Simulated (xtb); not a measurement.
Mg(OH)(NMe2) (C2H7MgNO), SMILES C[N]([Mg][OH])C. All values are semi-empirical tight-binding results from xtb (GFN2-xTB unless named), good for trends rather than for accurate numbers. Geometry optimised at GFN2-xTB. The structure was generated by enumeration; whether it is a known compound was not checked. One conformer was computed; it need not be the lowest.

For metal compounds this method's bond lengths and energies can be far off.

Computed properties:
- point group as xtb finds it: Cs
- orbital gap: 1.46 eV
- zero-point energy: 56.6 kcal/mol
- G − E(el) at 298.15 K (modified RRHO): 36.5 kcal/mol
